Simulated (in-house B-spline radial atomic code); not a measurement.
Configurations of Sn⁷⁺, with energies counted from [Kr] 4d7. Method: scalar-relativistic (X2C) TPSS, spin-polarised, spherical fractional occupations, Fermi nucleus of rms radius 4.6519 fm. Calculated with an all-electron radial atomic-structure program (B-spline basis). Shells without spins written out take the highest spin.

Occupations are held fixed; configurations that lie above the ionisation limit could autoionise.

```
                                                  configuration  E - E(ref) (eV)  highest orbital  its <r> (bohr)
                                                   [Kr] 4d6 5p1           51.413            5p up            1.89
                         [Kr] 4d(2 up, 4 down) 5d(0 up, 1 down)           75.442          5d down           2.265
                                      [Ar] 3d10 4s2 4p5 4d7 5s1           106.23            5s up           1.721
                                      [Ar] 3d10 4s2 4p5 4d7 5d1           140.55            5d up           2.251
                                      [Ar] 3d10 4s2 4p5 4d7 5f1           160.33            5f up            2.94
                                       [Ar] 3d9 4s2 4p6 4d7 5s1           510.72            5s up           1.709
[Ar] 3d(4 up, 5 down) 4s2 4p6 4d(2 up, 5 down) 5s(1 up, 0 down)           512.11            5s up           1.727
```

(1) Order these further configurations by energy, lowest first.
A. [Kr] 4d(5 up, 1 down) 4f(1 up, 0 down)
B. [Ar] 3d10 4s2 4p5 4d8
C. [Ar] 3d(5 up, 4 down) 4s2 4p6 4d(3 up, 4 down) 5f(1 up, 0 down)
D. [Ar] 3d10 4s2 4p5 4d7 4f1
E. [Kr] 4d6 5d1

(2) How far above the reference does [Kr] 4d(4 up, 3 down) lie?

(3) How far above the reference does [Ar] 3d9 4s2 4p6 4d7 5d1 lie?

Answers

(1) A (62.972 eV), B (68.03 eV), E (71.676 eV), D (131.39 eV), C (568.3 eV).

(2) 2.2314 eV; its least bound orbital is 4d down with <r> = 0.9811 bohr.

(3) 545.12 eV; its least bound orbital is 5d up with <r> = 2.228 bohr.
